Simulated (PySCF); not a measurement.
# Polarisability and C₆ of In (indium, neutral)

[Kr] 4d10 5s2 5p1, 2P determinant. All numbers are calculated (PySCF 2.14, scalar relativity by spin-free X2C-1e, in aug-cc-pVTZ-DK3). Coupled (time-dependent) response in atomic units; α is the mean over directions.

```csv
method,mean α (bohr³),"α xx, yy, zz",C₆ (like pair),S(−4)
UHF,74.50,"60.36, 102.8, 60.36",794.9,2951
PBE,80.30,"60.32, 120.3, 60.32",818.1,4609
PBE0,75.20,"58.36, 108.9, 58.36",771.3,3578
TPSS,77.41,"59.18, 113.9, 59.18",804.2,3858
```

S(−4) is the Cauchy moment in α(ω) = α(0) + S(−4) ω² + …

Reference α: 65 ± 4 bohr³ (recommended; Schwerdtfeger and Nagle, table of static dipole polarizabilities (2023 update)). Published C₆: 779.0 (Chu and Dalgarno (2004); Tang, Norbeck and Certain (1976)).

Spin-orbit coupling is absent.

α(iu) at PBE:

```
u (hartree)  α(iu) (bohr³)
          0          80.30
     0.0500          70.88
      0.100          55.12
      0.200          33.53
      0.300          22.25
      0.500          12.01
      0.750          7.044
       1.00          4.765
       1.50          2.677
       2.00          1.726
       3.00         0.8818
       5.00         0.3509
```

A single London oscillator, α(iu) = α/(1 + u²/ω²), gives C₆ = (3/4) ω α². Matching the computed C₆ needs ω = 4 × 818.1 / (3 × 80.30²) = 0.169 hartree.

The components differ because the open shell of this determinant is not spherical; for a pure term their mean is the scalar polarisability.
